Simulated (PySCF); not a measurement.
Te(SMe)(SiH3) (CH₆SSiTe), SMILES CS[Te][SiH3].

Geometry optimised at B3LYP-D3(BJ)/def2-SVP. The structure was generated by enumeration, and PubChem lists no compound with its InChIKey, so it may never have been made. The def2 effective core potentials stand for the cores of Te; spin–orbit coupling is left out. One conformer was computed; it need not be the lowest.

Two levels are set side by side: TDA-PBE/def2-SVPD (PySCF) and TDA-ωB97X/def2-SVPD (PySCF). Vertical, same geometry. The lowest singlet is HOMO→LUMO 99 % with PBE and HOMO→LUMO 96 % with the other functional; states are paired by order. Differences are taken from unrounded values.

```csv
quantity,TDA-ωB97X
lowest singlet excitation (eV),3.24
lowest triplet excitation (TDA) (eV),2.66
first bright state (f over 0.05) (eV),6.34
its oscillator strength,0.07
```

Question: What does TDA-PBE give, and how far is it from TDA-ωB97X? (The exact figures need the calculation; the answer reports its results.)

Answer: 
| quantity | TDA-PBE | TDA-PBE minus TDA-ωB97X |
|---|---|---|
| lowest singlet excitation (eV) | 2.99 | -0.25 |
| lowest triplet excitation (TDA) (eV) | 2.42 | -0.24 |
| first bright state (f over 0.05) (eV) | 5.66 | -0.68 |
| its oscillator strength | 0.06 | -0.01 |

A lower first singlet is the usual sign of a functional without exact exchange. Differences between two approximate levels are no errors against the true value.

Rough cost on one machine, each run with all the roots and properties that it gave: TDA-ωB97X against TDA-PBE about 5 times.
